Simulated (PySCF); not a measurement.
PySCF input:

```python
from pyscf import gto, scf, mp, cc as ccmod

mol = gto.M(
    atom='''
    Si    1.35560554   -0.04301608    0.06364557
    Si   -1.02163773    0.03757317   -0.06413601
    H    -1.62000933    1.38029313   -0.29021330
    H    -1.39716893   -0.39628784    1.31666715
    H    -1.65837119   -0.90780453   -1.01958768
    ''',
    basis='cc-pvdz',
    charge=0,
    spin=1,
    verbose=4,
)

mf = scf.UHF(mol)
mf.conv_tol = 1e-10
mf.max_cycle = 100
mf.kernel()
mo, _, stable, _ = mf.stability(return_status=True)
if not stable:
    mf.kernel(mf.make_rdm1(mo, mf.mo_occ))
mp2 = mp.MP2(mf, frozen=10).run()
cc = ccmod.CCSD(mf, frozen=10)
cc.max_cycle = 100
cc.kernel()
et = cc.ccsd_t()
print(f'E(CCSD(T)) = {cc.e_tot + et:.9f}')
```

### Question
Predict the final energy.

### Answer
-579.74146 Eh (CCSD(T)/cc-pVDZ).

It need not be the lowest isomer of its formula.

The determinant is spin-contaminated: <S^2> is 0.97 against 0.75 for a pure state.
